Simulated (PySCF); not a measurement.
Nitrogen: a sound run and one with changed settings

Sound run: N⁺ [He] 2s2 2p2, N²⁺ [He] 2s2 2p1. All numbers are calculated (PySCF 2.14, no relativity, point nucleus, in def2-TZVP (5s3p2d1f, 31 functions)). In the sound run the correlated levels freeze 1s2. The sound run starts from symmetry-adapted Hartree-Fock orbitals and uses a fine grid where one is needed.

Changed run: initial guess minao, at most 50 SCF cycles, level shift 2.0 hartree.

| species | method | sound run (hartree) | changed run (hartree) | converged |
| --- | --- | --- | --- | --- |
| N⁺ | UHF | -53.89200 | -53.89200 | yes |
| N⁺ | TPSS | -54.07434 | -54.07434 | yes |
| N⁺ | B3LYP | -54.06552 | -54.06552 | yes |
| N⁺ | MP2 | -53.96240 | -53.92823 | yes |
| N⁺ | CCSD(T) | -53.98519 | -53.98519 | yes |
| N²⁺ | UHF | -52.81858 | -52.81858 | yes |
| N²⁺ | TPSS | -52.97779 | -52.97779 | yes |
| N²⁺ | B3LYP | -52.96301 | -52.96301 | yes |
| N²⁺ | MP2 | -52.87400 | -52.84497 | yes |
| N²⁺ | CCSD(T) | -52.90193 | -52.90193 | yes |

Ionisation energy of N⁺:

| method | sound run (eV) | changed run (eV) |
| --- | --- | --- |
| UHF | 29.209 | 29.209 |
| TPSS | 29.838 | 29.838 |
| B3LYP | 30.001 | 30.001 |
| MP2 | 29.617 | 29.477 |
| SCS-MP2 | 29.484 | 29.409 |
| CCSD | 29.462 | 29.462 |
| CCSD(T) | 29.477 | 29.477 |

A level shift leaves the converged SCF energy unchanged but raises the virtual orbital energies, which shrinks MP2 if it is not removed.

For comparison, NIST gives 29.601 eV between the lowest levels.
